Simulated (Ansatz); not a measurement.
Calculated with Ansatz (gas phase, PBE0-D4/def2-TZVP geometries, no zero-point term in ΔE). CCSD(T)/CBS is the MP2 limit (def2-TZVPP, def2-QZVPP) plus CCSD(T) − MP2 in def2-TZVPP, frozen cores. This one scheme is used for every species. Functionals use def2-TZVPP. B3LYP here is the variant with VWN-RPA as its local correlation; programs differ in this. HSE06 is defined as in plane-wave codes. Each species was taken in one conformer, which may not be the lowest.

Reaction (formal exchange of groups at a B–O bond): `B[O][AlH][NH2]` + `C1=C[SiH2]O1` → `BC1=C[SiH2]O1` + `[NH2][AlH][OH]`

```csv
level,ΔE (kJ/mol),difference from CCSD(T)/CBS
PBE-D4,116.6,-3.0
r2SCAN0-D4,126.1,6.5
HSE06-D4,121.0,1.4
CAM-B3LYP-D4,129.2,9.6
ωB97X-V,125.1,5.5
B2PLYP,125.6,6.0
BLYP,123.1,3.5
r2SCAN,123.4,3.8
B3LYP,126.6,7.0
r2SCANh,124.7,5.1
r2SCAN0,126.6,7.0
BHLYP,131.4,11.8
RPA@PBE/def2-TZVPP,121.0,1.4
CCSD/def2-TZVPP,124.5,4.9
SCS-MP2/def2-QZVPP,122.8,3.2
MP2/CBS(def2),119.8,0.2
CCSD(T)/CBS,119.6,0
```

Largest T1 diagnostic among the species: 0.014.

In def2-TZVPP, CCSD(T) changes the Hartree–Fock value by −15.3 kJ/mol (the triples alone add −2.6 kJ/mol) and MP2 by −15.2 kJ/mol. From BLYP to BHLYP (50 % exact exchange), in def2-TZVPP and without D4, ΔE moves by +8.3 kJ/mol. At CCSD(T), def2-SVP lies +25.1 kJ/mol from the extrapolated value and def2-TZVPP +2.3 kJ/mol.
